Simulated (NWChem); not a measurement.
System: AlGeH₅O₂; SMILES [OH][Al]([OH])[GeH3]

NWChem input:

```
start job
memory heap 200 mb stack 900 mb global 1100 mb
geometry units angstroms noautoz
  Al     0.004808    -1.078478    -0.002716
  Ge    -0.006163     1.371894     0.000133
  H      0.901670     1.956312    -1.117294
  H     -1.431068     1.950203    -0.212442
  H      0.523049     1.947340     1.343910
  O      1.533796    -1.864036    -0.023549
  H      1.688400    -2.820993    -0.020460
  O     -1.508982    -1.893066     0.023652
  H     -1.640868    -2.853484     0.032918
end
basis spherical
  Al library sto-3g
  Ge library sto-3g
  H library sto-3g
  O library sto-3g
end
dft
  xc hfexch
  iterations 150
  mulliken
end
task dft energy
```

Output (shortened):

```
             Northwest Computational Chemistry Package (NWChem) 7.3.0
             --------------------------------------------------------

 C1  symmetry detected

                             Geometry "geometry" -> ""
                             -------------------------

 Output coordinates in angstroms (scale by  1.889725989 to convert to a.u.)

  No.       Tag          Charge          X              Y              Z
 ---- ---------------- ---------- -------------- -------------- --------------
    1 Al                  13.0000    -0.00103690    -1.07852761    -0.00244196
    2 Ge                  32.0000    -0.00229220     1.37186921    -0.00014831
    3 H                    1.0000     0.92511933     1.95242531    -1.10342105
    4 H                    1.0000    -1.42140665     1.95579762    -0.23493646
    5 H                    1.0000     0.50825731     1.94549861     1.35160188
    6 O                    8.0000     1.52494960    -1.87016864     0.00061674
    7 H                    1.0000     1.67567462    -2.82773262     0.00625861
    8 O                    8.0000    -1.51828595    -1.88707914     0.00052099
    9 H                    1.0000    -1.65412385    -2.84696264     0.00788659

 Effective nuclear repulsion energy (a.u.)     311.0497886957

  xc_inp: hfexch multiplicative factor not found.

                                 NWChem DFT Module
                                 -----------------

 Summary of "ao basis" -> "ao basis" (spherical)
 ------------------------------------------------------------------------------
       Tag                 Description            Shells   Functions and Types
 ---------------- ------------------------------  ------  ---------------------
 Al                          sto-3g                  5        9   3s2p
 Ge                          sto-3g                  8       18   4s3p1d
 H                           sto-3g                  1        1   1s
 O                           sto-3g                  3        5   2s1p

            General Information
            -------------------
          SCF calculation type: DFT
          Wavefunction type:  closed shell.
          No. of atoms     :     9
          No. of electrons :    66
           Alpha electrons :    33
            Beta electrons :    33
          Charge           :     0
          Spin multiplicity:     1
          Use of symmetry is: off; symmetry adaption is: off
          Maximum number of iterations: 150
          AO basis - number of functions:    42
                     number of shells:    24
          Convergence on energy requested:  1.00D-06
          Convergence on density requested:  1.00D-05
          Convergence on gradient requested:  5.00D-04

              XC Information
              --------------
                     Hartree-Fock (Exact) Exchange  1.000

      Superposition of Atomic Density Guess
      -------------------------------------

 Sum of atomic energies:       -2440.37554438

      Non-variational initial energy
      ------------------------------

 Total energy =   -2440.055387
 1-e energy   =   -4052.718461
 2-e energy   =    1301.613285
 HOMO         =      -0.142944
 LUMO         =       0.278604

     ---------------------------------------------
      Total Density - Mulliken Population Analysis
     ---------------------------------------------

    Atom       Charge   Shell Charges
 -----------   ------   -------------------------------------------------------
    1 Al  13    11.67   2.00  1.98  5.78  1.03  0.88
    2 Ge  32    31.67   2.00  2.00  6.00  2.00  5.94  1.38  2.38  9.97
    3 H    1     1.15   1.15
    4 H    1     1.15   1.15
    5 H    1     1.15   1.15
    6 O    8     8.95   2.00  1.84  5.11
    7 H    1     0.65   0.65
    8 O    8     8.95   2.00  1.84  5.11
    9 H    1     0.65   0.65

   convergence    iter        energy       DeltaE   RMS-Dens  Diis-err
 ---------------- ----- ----------------- --------- --------- ---------
 d= 0,ls=0.0,diis     1  -2441.3047768665 -2.75D+03  2.48D-02  6.79D-01
 d= 0,ls=0.0,diis     2  -2441.4330450578 -1.28D-01  5.25D-03  4.19D-02
 d= 0,ls=0.0,diis     3  -2441.4409539824 -7.91D-03  1.58D-03  1.41D-03
 d= 0,ls=0.0,diis     4  -2441.4413821479 -4.28D-04  1.65D-04  1.67D-05
 d= 0,ls=0.0,diis     5  -2441.4413876753 -5.53D-06  5.16D-05  1.17D-06
 d= 0,ls=0.0,diis     6  -2441.4413881355 -4.60D-07  1.03D-05  3.95D-08
 d= 0,ls=0.0,diis     7  -2441.4413881529 -1.73D-08  2.24D-06  1.48D-09

         Total DFT energy =    -2441.441388152862
      One electron energy =    -4048.779387908612
           Coulomb energy =     1411.950248930675
    Exchange-Corr. energy =     -115.662037870619
 Nuclear repulsion energy =      311.049788695695

 Numeric. integr. density =        0.000000000000

                       DFT Final Molecular Orbital Analysis
                       ------------------------------------

 Vector   31  Occ=2.000000D+00  E=-3.182613D-01
              MO Center=  2.1D-02, -1.9D+00,  4.0D-05, r^2= 2.7D+00
   Bfn.  Coefficient  Atom+Function         Bfn.  Coefficient  Atom+Function
  ----- ------------  ---------------      ----- ------------  ---------------
    35      0.711078  6 O  pz                41     -0.703292  8 O  pz

 Vector   32  Occ=2.000000D+00  E=-3.122644D-01
              MO Center=  1.4D-02, -1.8D+00,  5.0D-04, r^2= 3.0D+00
   Bfn.  Coefficient  Atom+Function         Bfn.  Coefficient  Atom+Function
  ----- ------------  ---------------      ----- ------------  ---------------
    33      0.639918  6 O  px                39      0.637215  8 O  px
    34      0.215924  6 O  py                40     -0.206434  8 O  py
     7     -0.162761  1 Al px                32      0.160052  6 O  s
    38     -0.160737  8 O  s                  3      0.096276  1 Al px
    42      0.059341  9 H  s                 36     -0.057818  7 H  s

[...]
```

Level: Hartree-Fock/STO-3G. Geometry: optimised at PBE-D3(BJ)/def2-SVP.
